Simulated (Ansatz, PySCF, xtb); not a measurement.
Reaction (SMILES): [CH3][Ge]([CH3])([CH3])[C](F)(F)F [trimethyl(trifluoromethyl)germane] + 3 C (CH4) + 3 [GeH4] (GeH4) -> 3 CF (CH3F) + 4 [CH3][GeH3]
Each molecule is optimised on its own at B3LYP-D3(BJ)/def2-TZVP (Ansatz, an electronic-structure program), one conformer each, not searched for the lowest. Frequencies are from Ansatz or PySCF.

Property: bond separation energy (enthalpy at 298 K, with B3LYP-D3(BJ) rigid-rotor harmonic-oscillator terms), in eV. Correlated levels leave the core frozen unless marked. No spin-orbit coupling. Frozen are the shells of the preceding noble gas and the d and f shells that filled before the atom's block. No relativistic terms. CBS marks a two-point X^-3 extrapolation of the correlation energy; Hartree-Fock from the larger set. [CCSD(T)-MP2]/basis is that difference in the basis named.

```tsv
level	program	bond separation energy (eV)
GFN2-xTB	xtb	1.12
SVWN5/def2-TZVPD	Ansatz	1.82
PBE-D3(BJ)/def2-TZVPD	Ansatz + dftd3	1.56
BLYP-D4/def2-TZVPD	Ansatz + dftd4	1.52
r2SCAN-D3(BJ)/def2-TZVPD	Ansatz + dftd3	1.72
B3LYP-D4/def2-TZVPD	Ansatz + dftd4	1.49
PBE0/6-31G*	Ansatz	2.06
PBE0/def2-TZVP	Ansatz	1.53
CAM-B3LYP-D3(BJ)/def2-TZVPD	Ansatz + dftd3	1.52
CAM-B3LYP/def2-TZVPD	Ansatz	1.45
LC-wPBE-D3(BJ)/def2-TZVPD	Ansatz + dftd3	1.56
PBE-QIDH/def2-TZVPD	Ansatz	1.51
RPA@PBE/cc-pVTZ	Ansatz	1.53
MP2/aug-cc-pVDZ	Ansatz	1.58
MP2/cc-pVTZ	Ansatz	1.67
RI-MP2/cc-pVQZ	Ansatz	1.57
RI-MP2/CBS(cc-pVTZ,cc-pVQZ)	Ansatz	1.55
SCS-MP2/aug-cc-pVDZ	Ansatz	1.46
SCS-MP2/cc-pVTZ	Ansatz	1.54
CCSD/aug-cc-pVDZ	Ansatz	1.49
RI-MP2/CBS(aug-cc-pVTZ,aug-cc-pVQZ)+[CCSD(T)-MP2]/aug-cc-pVTZ	Ansatz	1.50
```
